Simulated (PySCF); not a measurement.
3,6-dihydro-2H-pyran (C5H8O), SMILES C1=CCOCC1. Atoms are numbered in the order given.

```xyz
14

C      0.1423     1.4123    -0.3021
C      1.2481     0.6664    -0.2013
C      1.1861    -0.8179     0.0401
O     -0.1119    -1.3523    -0.0856
C     -1.1013    -0.5626     0.5427
C     -1.2250     0.8030    -0.1332
H      0.2159     2.4857    -0.5040
H      2.2431     1.1151    -0.2886
H      1.6120    -1.0482     1.0435
H      1.8161    -1.3493    -0.6936
H     -2.0419    -1.1299     0.4816
H     -0.8591    -0.4225     1.6171
H     -1.8728     1.4644     0.4682
H     -1.7191     0.6962    -1.1166
```
Charge 0, spin multiplicity 1.

Geometry optimised at B3LYP-D3(BJ)/def2-SVP. Other conformers were not sampled.

Calculation: CAM-B3LYP/def2-TZVP in PySCF.

Atomic charges (e):

| atom | Mulliken | Löwdin |
|---|---|---|
| C1 | -0.18 | -0.18 |
| C2 | -0.16 | -0.18 |
| C3 | … | -0.32 |
| O4 | -0.31 | 0.16 |
| C5 | … | -0.31 |
| C6 | -0.14 | -0.26 |
| H7 | … | 0.14 |
| H8 | … | 0.14 |
| H9 | 0.10 | 0.13 |
| H10 | 0.12 | 0.14 |
| H11 | … | 0.13 |
| H12 | … | 0.12 |
| H13 | 0.10 | 0.14 |
| H14 | 0.11 | 0.14 |

Problem. Some entries are withheld; supply them. (An estimate is asked for; the answer gives what the named calculation found.)

Solution. 
- C3, Mulliken: -0.02
- C5, Mulliken: -0.07
- H7, Mulliken: 0.12
- H8, Mulliken: 0.12
- H11, Mulliken: 0.12
- H12, Mulliken: 0.09

Problem. Give the Mayer and Wiberg (Löwdin basis) orders of the bonds. (The exact figures need the calculation; the answer reports its results.)

Solution. 
```
bond    Mayer  Wiberg
------  -----  ------
C1–C2    1.91    2.03
C2–C3    0.97    1.23
C3–O4    1.02    1.48
O4–C5    0.98    1.47
C1–C6    0.97    1.21
C5–C6    0.97    1.22
C1–H7    0.96    0.84
C2–H8    0.96    0.83
C3–H9    0.98    0.86
C3–H10   0.96    0.86
C5–H11   0.97    0.88
C5–H12   0.98    0.87
C6–H13   0.96    0.84
C6–H14   0.95    0.84
```
